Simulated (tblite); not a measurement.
C5H9NO (charge +1 and doublet state).
Geometry (GFN2-xTB, Å), atoms numbered from 1 in this order:
```
atom  x, y, z in Å
C1     2.5993    0.4964    0.3445
C2     1.2613    0.9871   -0.0681
N3     0.1573    0.4592    0.1412
C4    -0.3947   -0.6535    0.7856
C5    -1.7551   -1.0019    0.1510
C6    -2.3886    0.2588   -0.3588
O7    -1.7871    1.2747   -0.5263
H8     2.5508   -0.4653    0.8479
H9     3.0475    1.2366    1.0080
H10    3.2403    0.4315   -0.5343
H11    1.2480    1.9264   -0.6194
H12   -0.5416   -0.4056    1.8437
H13    0.2636   -1.5305    0.7092
H14   -2.4096   -1.5155    0.8549
H15   -1.6388   -1.6542   -0.7215
H16   -3.4604    0.1649   -0.6016
```

Computed values, GFN2-xTB/tblite, gas phase, harmonic and unscaled. This tight-binding method is rough: wavenumbers can miss measured ones by several per cent, in bad cases by 10 to 20. One conformer, not necessarily the lowest. Open shells enter through the occupations alone, without spin polarisation, and single modes of such species can be off by tens of per cent.

Harmonic wavenumbers (cm⁻¹): 51.7, 109.3, 125.5, 150.7, 201.3, 254.0, 350.6, 424.4, 563.8, 641.4, 774.3, 789.5, 860.4, 903.8, 949.3, 971.1, 987.0, 1013.7, 1069.3, 1089.9, 1111.2, 1141.5, 1236.1, 1246.2, 1263.5, 1275.5, 1340.8, 1374.1, 1393.0, 1410.1, 1427.5, 1768.4, 1799.5, 2811.8, 2877.9, 2933.2, 2951.7, 2967.2, 3006.2, 3016.5, 3024.2, 3062.3.

A = 6073, B = 1616, C = 1326 MHz; mass 99.068 u (most abundant isotopes); point group C1, symmetry number 1; spin multiplicity 2.

Question: Zero-point energy?

Answer: ½Σν̃ = 28360 cm⁻¹ = 339.26 kJ/mol.

Question: Entropy at 200 K, 1 bar (ideal gas, RRHO, classical rotation)?

Answer: Translation 157.87, rotation 110.51, vibration 61.30, spin (R ln 2) 5.76: S = 335.4 J/(mol K).

Question: And Cp and H(200 K) − H(0)?

Answer: Cp = 97.16 J/(mol K), of which vibrations give 63.90 (their classical limit is 42 R = 349.2); H(200 K) − H(0) = 13.38 kJ/mol without the zero-point energy, 6.72 from vibrations.

Question: Blend soft modes into free rotors: weight 1/[1 + (100 cm⁻¹/ν̃)⁴] for the oscillator and the rest for a rotor with moment μB/(μ + B), μ = h/(8π²ν), B = 10⁻⁴⁴ kg m². What vibrational entropy results?

Answer: 57.95 J/(mol K) in place of 61.30, which changes −T·S at 200 K by +0.67 kJ/mol.

Question: What must be added to the electronic energy to get the Gibbs energy at 200 K and 1 bar?

Answer: ZPE + [H(200 K) − H(0)] − T·S = 339.26 + 13.38 − 67.09 = 285.55 kJ/mol.

Question: Which modes carry the vibrational entropy at 200 K?

Answer: 51.7 cm⁻¹: 16.59; 109.3 cm⁻¹: 10.52; 125.5 cm⁻¹: 9.44; 150.7 cm⁻¹: 8.04; 201.3 cm⁻¹: 5.93; 254.0 cm⁻¹: 4.37 J/(mol K); the other 36 give 6.41 together.

Question: How do the functions run with temperature in this model?

Answer: 
| T (K) | S (J/(mol K)) | Cp (J/(mol K)) | H − H(0) (kJ/mol) | G − H(0) (kJ/mol) | ln q(vib) |
| --- | --- | --- | --- | --- | --- |
| 50 | 237.2 | 50.5 | 1.98 | -9.88 | 0.34 |
| 100 | 278.6 | 69.8 | 5.02 | -22.84 | 1.27 |
| 298.15 | 379.9 | 128.7 | 24.41 | -88.86 | 5.28 |
| 373.15 | 411.6 | 154.3 | 35.03 | -118.55 | 6.74 |
| 500 | 462.3 | 193.2 | 57.15 | -174.02 | 9.22 |
| 750 | 552.0 | 248.5 | 112.88 | -301.10 | 14.03 |
| 1000 | 628.8 | 284.9 | 179.85 | -448.93 | 18.58 |

q(vib) and H(0) count from the zero-point level.

Hindered rotation and anharmonicity are outside this model. Other conformers, if any are populated, would add a mixing term that is left out. The structure is chiral; the term R ln 2 for an equal mix with its mirror image is left out.

On one thread, Intel Xeon at 2.70 GHz (x86_64) (shared host), this took 0.95 s wall. The figure is for the frequency step alone.
